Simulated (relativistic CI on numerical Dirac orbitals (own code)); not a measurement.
# Line list: Electric-dipole lines, Ge²⁺

Computed by Dirac-Coulomb-Breit CI, separate exchange-only KLI orbitals for each configuration, QED by a radiative potential, valence Slater integrals scaled by 0.85, P86 correlation energy added to each configuration (own radial code, finite nucleus).

CI space (outside the closed core [Ar] 3d10): 4s2, 4s 4p, 4p2, 4s 4d, 4s 4f, 4d2, 4s 5s, 4s 5p, 4p 4d, 4s 6s, 4s 5d, 4f2, 4s 6p, 4p 4f, 4s 5f, 4s 5g. Levels of other configurations are missing.

```
λ vac (Å)             Lower             Upper   A (s⁻¹)        gf  Branching (%)
   662.44   4s 4p 3P°_0 [2]   4s 5d 3D_1 [26]  5.80e+08  1.15e-01           39.1
   665.50   4s 4p 3P°_1 [3]   4s 5d 3D_2 [27]  7.72e+08  2.56e-01           52.7
   665.61   4s 4p 3P°_1 [3]   4s 5d 3D_1 [26]  4.27e+08  8.51e-02           28.7
   672.14   4s 4p 3P°_2 [4]   4s 5d 3D_3 [28]  9.95e+08  4.72e-01           69.2
   672.73   4s 4p 3P°_1 [3]   4s 6s 3S_1 [21]  4.04e+08  8.22e-02           24.5
   679.70   4s 4p 3P°_2 [4]   4s 6s 3S_1 [21]  6.79e+08  1.41e-01           41.2
   809.04   4s 4p 1P°_1 [5]   4s 5d 1D_2 [30]  2.20e+09  1.08e+00           82.7
   833.53   4s 4p 1P°_1 [5]   4s 6s 1S_0 [29]  1.07e+09  1.11e-01           71.8
   993.18   4s 4p 3P°_0 [2]   4s 4d 3D_1 [11]  2.27e+09  1.01e+00           55.6
   999.72   4s 4p 3P°_1 [3]   4s 4d 3D_2 [12]  3.02e+09  2.27e+00           75.0
   1000.3   4s 4p 3P°_1 [3]   4s 4d 3D_1 [11]  1.70e+09  7.64e-01           41.6
   1014.2   4s 4p 3P°_2 [4]   4s 4d 3D_3 [13]  3.96e+09  4.27e+00          100.0
   1015.2   4s 4p 3P°_2 [4]   4s 4d 3D_2 [12]  1.01e+09  7.77e-01           25.0
   1031.5   4s 4p 3P°_0 [2]   4s 5s 3S_1 [10]  2.88e+08  1.38e-01           10.5
   1039.2   4s 4p 3P°_1 [3]   4s 5s 3S_1 [10]  8.87e+08  4.31e-01           32.5
   1055.9   4s 4p 3P°_2 [4]   4s 5s 3S_1 [10]  1.55e+09  7.79e-01           56.9
   1096.2      4p2 1D_2 [6]  4p 4d 1D°_2 [39]  3.18e+09  2.86e+00           95.7
   1115.1      4s2 1S_0 [1]   4s 4p 1P°_1 [5]  3.50e+09  1.96e+00          100.0
   1142.9   4s 4p 3P°_1 [3]      4p2 3P_2 [9]  8.55e+08  8.37e-01           26.3
   1154.3   4s 4p 3P°_0 [2]      4p2 3P_1 [8]  1.14e+09  6.86e-01           35.3
   1163.2   4s 4p 3P°_2 [4]      4p2 3P_2 [9]  2.39e+09  2.43e+00           73.7
   1164.0   4s 4p 3P°_1 [3]      4p2 3P_1 [8]  8.35e+08  5.09e-01           25.8
   1166.3   4s 4p 1P°_1 [5]   4s 4d 1D_2 [16]  5.64e+09  5.75e+00           99.9
   1168.9     4p2 1S_0 [15]  4p 4d 1P°_1 [53]  3.10e+09  1.91e+00           62.5
   1175.7   4s 4p 3P°_1 [3]      4p2 3P_0 [7]  3.18e+09  6.60e-01           99.9
   1185.0   4s 4p 3P°_2 [4]      4p2 3P_1 [8]  1.26e+09  7.95e-01           38.9
   1230.1   4s 4p 1P°_1 [5]     4p2 1S_0 [15]  3.02e+09  6.85e-01           99.7
   1405.0   4s 4p 1P°_1 [5]   4s 5s 1S_0 [14]  2.26e+09  6.69e-01          100.0
   2995.2   4s 4d 1D_2 [16]  4s 4f 3F°_3 [23]  2.94e+07  2.77e-01            2.8
   3219.3  4s 5p 3P°_0 [17]   4s 5d 3D_1 [26]  2.51e+08  1.17e+00           16.9
   3235.3  4s 5p 3P°_1 [18]   4s 5d 3D_2 [27]  3.36e+08  2.64e+00           22.9
   3237.9  4s 5p 3P°_1 [18]   4s 5d 3D_1 [26]  1.86e+08  8.79e-01           12.6
   3268.2  4s 5p 1P°_1 [20]   4s 5d 1D_2 [30]  4.52e+08  3.62e+00           17.0
   3413.8  4s 5p 3P°_1 [18]   4s 6s 3S_1 [21]  1.44e+08  7.54e-01            8.7
   4182.1  4s 4f 3F°_2 [22]   4s 5g 3G_3 [40]  3.15e+08  5.79e+00           91.3
   4187.8  4s 4f 3F°_3 [23]   4s 5g 1G_4 [42]  4.17e+07  9.88e-01           12.0
   4188.5  4s 4f 3F°_3 [23]   4s 5g 3G_4 [41]  2.83e+08  6.70e+00           81.5
   4188.6  4s 4f 3F°_3 [23]   4s 5g 3G_3 [40]  2.50e+07  4.61e-01            7.3
   4201.5  4s 4f 3F°_4 [24]   4s 5g 3G_5 [43]  3.45e+08  1.00e+01           99.7
   4202.2  4s 4f 3F°_4 [24]   4s 5g 3G_4 [41]  1.28e+07  3.05e-01            3.7
   4213.7  4s 4f 1F°_3 [25]   4s 5g 1G_4 [42]  2.98e+08  7.13e+00           85.4
   4214.4  4s 4f 1F°_3 [25]   4s 5g 3G_4 [41]  5.03e+07  1.21e+00           14.5
   4324.8   4s 5s 3S_1 [10]  4s 5p 3P°_1 [18]  1.73e+08  1.46e+00           65.8
   4358.6   4s 5s 3S_1 [10]  4s 5p 3P°_0 [17]  1.70e+08  4.85e-01           66.2
   5174.4   4s 4d 3D_2 [12]  4s 5p 3P°_1 [18]  6.59e+07  7.94e-01           25.0
```

Terms are leading LS components. Brackets give the number of a level in order of energy, since labels repeat. The list gives strong lines, with weight on those to low levels, without lines whose two gauges differ by over a factor of 2.5, among the lowest 54 of 88 levels, so that lines to higher ones, which can be the strongest, are missing, and without lines across small gaps between configurations, and without 79 lines that miss the measured interval by over 3.5 %, start from a term whose rates miss tabulated ones by over 60 %, have gauges far apart or, lacking measured levels, span too small a gap for the errors found; lines with a level outside our table were not tested and can miss by more. Levels whose partners in the same complex of configurations lie outside the list can be far off, and so can their lines. Rates are taken at the computed energies, electric ones in the length gauge.

For a near-neutral ion this model can misplace configurations by up to about 10,000 cm⁻¹ (more where the count of f electrons changes) and terms by 10 to 25 % of their spread. Rates follow the energies as ν³ (E1, M1) or ν⁵ (E2), so they and the lifetimes can be off by large factors. The fine structure of a lone outer electron comes out too small, for d and f at times inverted, and misplaced configurations move strength between like terms. 34 of the 44 excited levels that our extract of the measured tables holds in this range could be paired (the sources list more); they are missed by 3290 cm⁻¹ on average and 6193 at most, and levels without a partner can miss by more.

Task: From the table, what is the radiative lifetime of 4s 5d 3D_1?

Result: The listed rates from this level add up to about 1.44e+09 s⁻¹, 97 % of its decay; with all channels τ = 6.73e-10 s.

LS names give the leading component of a level, which can be under half, so a name can repeat, a term be missing and a line seem to break the LS rules.
